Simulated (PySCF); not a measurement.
Ionisation energy of Pd⁺ by level of theory

Pd⁺ [Kr] 4d9 (2D) → Pd²⁺ [Kr] 4d8 (3F), as a difference of total energies. All numbers are calculated (PySCF 2.14, scalar relativity through the core potential, in aug-cc-pwCVDZ-PP with ECP28MDF). Correlated levels: valence and next inner shell: nothing frozen outside the core potential. The calculations carry no spin-orbit coupling.

| method | ionisation energy (eV) |
| --- | --- |
| UHF | 17.343 |
| MP2 (valence and next inner shell) | 19.309 |
| SCS-MP2 (valence and next inner shell) | 19.073 |
| CCSD (valence and next inner shell) | 18.880 |
| CCSD(T) (valence and next inner shell) | 18.999 |

How much does correlation contribute at CCSD(T) (valence and next inner shell)?

18.999 − (17.343) = 1.656 eV, measured against UHF.

The reference lies between the lowest fine-structure levels, while these numbers refer to the centres of the terms.

Errors of the correlated levels include the incompleteness of this basis.

For comparison: 19.43 ± 0.12 eV (semi-empirical (NIST evaluation); NIST Atomic Spectra Database, ionization energies).
